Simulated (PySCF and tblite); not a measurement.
Results of a calculation; reference values are marked as such.
Stationary points of C4H5FO3 at GFN2-xTB, in Å:

Structure A

```
 1 C    -2.615   -0.352    0.090
 2 O    -1.265   -0.780   -0.007
 3 C    -0.340    0.198    0.027
 4 O    -0.615    1.365    0.132
 5 C     1.001   -0.385   -0.081
 6 C     2.126    0.334   -0.073
 7 O     3.346   -0.178   -0.168
 8 F     2.134    1.666    0.033
 9 H    -2.779    0.179    1.030
10 H    -3.223   -1.251    0.048
11 H    -2.861    0.318   -0.737
12 H     1.071   -1.454   -0.170
13 H     4.015    0.522   -0.143
```

Structure B

```
 1 C    -2.338   -0.427   -0.187
 2 O    -1.432   -0.582    0.888
 3 C    -0.342    0.267    0.848
 4 O    -0.336    1.305    1.446
 5 C     0.761   -0.279    0.055
 6 C     1.938    0.336   -0.109
 7 O     2.950   -0.154   -0.807
 8 F     2.204    1.532    0.418
 9 H    -2.772    0.578   -0.189
10 H    -3.122   -1.164   -0.027
11 H    -1.849   -0.612   -1.150
12 H     0.630   -1.247   -0.398
13 H     3.709    0.447   -0.789
```

Structure C

```
 1 C    -2.204   -0.517   -0.231
 2 O    -1.701    0.379    0.737
 3 C    -0.392    0.677    0.854
 4 O    -0.062    1.455    1.711
 5 C     0.550    0.031   -0.075
 6 C     1.866    0.267   -0.049
 7 O     2.736   -0.302   -0.873
 8 F     2.445    1.104    0.810
 9 H    -3.281   -0.538   -0.070
10 H    -1.802   -1.525   -0.095
11 H    -2.002   -0.169   -1.247
12 H     0.208   -0.667   -0.819
13 H     3.636    0.005   -0.687
```

Level: PBE0/pcSseg-1 + D3(BJ) on GFN2-xTB stationary points, with GFN2-xTB thermal terms.

Task: Which structure is a saddle point, and along which motion?

Result: B: one imaginary mode (137i cm⁻¹ at GFN2-xTB, mostly on C1, O2, O4), along the rotation about the C3–O2 bond (torsion O4–C3–O2–C1 from 0° to 180°, rising).

Task: Give their symmetry and energies above the lowest.

Result: A Cs, 0.0 kcal/mol; B C1, 12.6 kcal/mol; C Cs, 8.3 kcal/mol.
